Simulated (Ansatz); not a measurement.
Calculated with Ansatz (gas phase, PBE0-D4/def2-TZVP geometries, no zero-point term in ΔE). CCSD(T)/CBS is the MP2 limit (def2-TZVPP, def2-QZVPP) plus CCSD(T) − MP2 in def2-TZVPP, frozen cores. This one scheme is used for every species. Functionals use def2-TZVPP. B3LYP here is the variant with VWN-RPA as its local correlation; programs differ in this. Each species was taken in one conformer, which may not be the lowest.

`COB(Cl)OC` + `C=CN[SiH3]` → `C=CN(C)[SiH3]` + `COB(O)Cl`  (substitution at a C–O bond)

Is it downhill or uphill in electronic energy at CCSD(T)/CBS, and by how much? (An estimate is asked.)

Computed: Downhill: ΔE = -30.5 kJ/mol.

What do these levels give: PBE-D4, PBE0-D4, B3LYP-D4, ωB97X-V, ωB97M-V, PBE, B3LYP, HF/def2-TZVPP, MP2/def2-TZVPP, CCSD/def2-TZVPP, CCSD(T)/def2-TZVPP, MP2/CBS(def2)? (An estimate is asked.)

The calculation gave: PBE-D4 -29.9, PBE0-D4 -30.4, B3LYP-D4 -25.3, ωB97X-V -26.3, ωB97M-V -28.1, PBE -26.5, B3LYP -19.7, HF/def2-TZVPP -13.5, MP2/def2-TZVPP -36.3, CCSD/def2-TZVPP -27.9, CCSD(T)/def2-TZVPP -30.1, MP2/CBS(def2) -36.7 kJ/mol.

Largest T1 diagnostic among the species: 0.012.

In def2-TZVPP, CCSD(T) changes the Hartree–Fock value by −16.6 kJ/mol (the triples alone add −2.2 kJ/mol) and MP2 by −22.8 kJ/mol. The D4 term adds −5.6 kJ/mol with B3LYP and −2.8 kJ/mol with PBE0; it sums over pairs of atoms, weighted by their polarisabilities, and B3LYP, whose exchange is more repulsive, gets the larger term.
